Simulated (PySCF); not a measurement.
Al(H)(OMe)2 (C₂H₇AlO₂), SMILES C[O][AlH][O]C.

Geometry optimised at B3LYP-D3(BJ)/def2-SVP. The structure was generated by enumeration; whether it is a known compound was not checked. Other conformers were not sampled.

Calculation: TDA-PBE0/def2-SVPD in PySCF.

Vertical excitations.  State labels are in the subgroup C2v.

| state | symmetry | energy (eV) | λ (nm) | f | main pairs |
|---|---|---|---|---|---|
| S1 | A2 | 6.48 | 191 | 0.000 | HOMO→LUMO+1 98 % |
| S2 | B1 | 6.54 | 189 | 0.000 | HOMO→LUMO 83 %, HOMO−1→LUMO+1 14 % |
| S3 | A2 | 6.56 | 189 | 0.000 | HOMO−1→LUMO 96 % |
| S4 | B1 | 6.99 | 177 | 0.099 | HOMO−1→LUMO+1 80 %, HOMO→LUMO 15 % |
| S5 | B2 | 7.05 | 176 | 0.012 | HOMO−2→LUMO 91 % |
| S6 | A1 | 7.25 | 171 | 0.032 | HOMO−3→LUMO 51 %, HOMO−2→LUMO+1 45 % |
| S7 | B2 | 7.28 | 170 | 0.007 | HOMO−3→LUMO+1 95 % |
| S8 | A1 | 7.40 | 168 | 0.033 | HOMO−2→LUMO+1 49 %, HOMO−3→LUMO 42 % |
| S9 | A2 | 7.76 | 160 | 0.000 | HOMO−1→LUMO+2 95 % |
| S10 | B1 | 7.78 | 159 | 0.080 | HOMO→LUMO+2 94 % |
| T1 | B1 | 6.21 | 200 | 0 | HOMO−1→LUMO+1 94 % |
| T2 | A2 | 6.33 | 196 | 0 | HOMO→LUMO+1 49 %, HOMO−1→LUMO 45 % |
| T3 | B1 | 6.35 | 195 | 0 | HOMO→LUMO 91 % |
| T4 | A2 | 6.38 | 194 | 0 | HOMO→LUMO+1 49 %, HOMO−1→LUMO 47 % |
Triplets are in the Tamm–Dancoff approximation.
